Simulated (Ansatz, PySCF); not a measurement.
trifluoro(fluorosilyl)silane (F4H2Si2), SMILES [SiH2]([Si](F)(F)F)F. Atoms are numbered in the order given.

```xyz
8

Si     0.4705     1.5412     0.0000
F     -0.9715     2.2983     0.0000
Si     0.0600    -0.7418     0.0000
F     -0.7649    -1.2163     1.2969
F     -0.7649    -1.2163    -1.2969
F      1.4607    -1.5378     0.0000
H      1.2238     1.9192     1.2225
H      1.2238     1.9191    -1.2225
```

Coordinates come from a ωB97X-D3(BJ)/def2-SVP optimisation. One conformer was computed; it need not be the lowest.

Two levels are set side by side: PBE-D3(BJ)/def2-SVP (Ansatz, a program for electronic structure) and ωB97X-D3(BJ)/def2-SVP (PySCF). Each level has its own optimised geometry; the coordinates shown are those of the second. Frequencies come from the Hessian of PySCF at each geometry. Differences are taken from unrounded values.

```json
[
 {"quantity": "mean bond length (Å)", "ωB97X-D3(BJ)": "1.678"},
 {"quantity": "bond Si1–F2 (Å)", "ωB97X-D3(BJ)": "1.629"},
 {"quantity": "bond Si1–Si3 (Å)", "ωB97X-D3(BJ)": "2.320"},
 {"quantity": "bond Si3–F4 (Å)", "ωB97X-D3(BJ)": "1.609"},
 {"quantity": "bond Si3–F5 (Å)", "ωB97X-D3(BJ)": "1.609"},
 {"quantity": "bond Si3–F6 (Å)", "ωB97X-D3(BJ)": "1.611"},
 {"quantity": "bond Si1–H7 (Å)", "ωB97X-D3(BJ)": "1.485"},
 {"quantity": "bond Si1–H8 (Å)", "ωB97X-D3(BJ)": "1.485"},
 {"quantity": "highest harmonic wavenumber (cm⁻¹)", "ωB97X-D3(BJ)": "2297"},
 {"quantity": "mean harmonic wavenumber (cm⁻¹)", "ωB97X-D3(BJ)": "741"},
 {"quantity": "zero-point energy (kcal/mol)", "ωB97X-D3(BJ)": "19.07"}
]
```

Question: What does PBE-D3(BJ) give, and how far is it from ωB97X-D3(BJ)? (The exact figures need the calculation; the answer reports its results.)

Answer: 
| quantity | PBE-D3(BJ) | PBE-D3(BJ) minus ωB97X-D3(BJ) |
|---|---|---|
| mean bond length (Å) | 1.693 | 0.015 |
| bond Si1–F2 (Å) | 1.640 | 0.012 |
| bond Si1–Si3 (Å) | 2.341 | 0.021 |
| bond Si3–F4 (Å) | 1.622 | 0.013 |
| bond Si3–F5 (Å) | 1.622 | 0.013 |
| bond Si3–F6 (Å) | 1.624 | 0.013 |
| bond Si1–H7 (Å) | 1.500 | 0.015 |
| bond Si1–H8 (Å) | 1.500 | 0.015 |
| highest harmonic wavenumber (cm⁻¹) | 2196 | -101 |
| mean harmonic wavenumber (cm⁻¹) | 705 | -36 |
| zero-point energy (kcal/mol) | 18.15 | -0.92 |

GGA bonds tend to be longer and softer than those of functionals with exact exchange. Differences between two approximate levels are no errors against the true value.
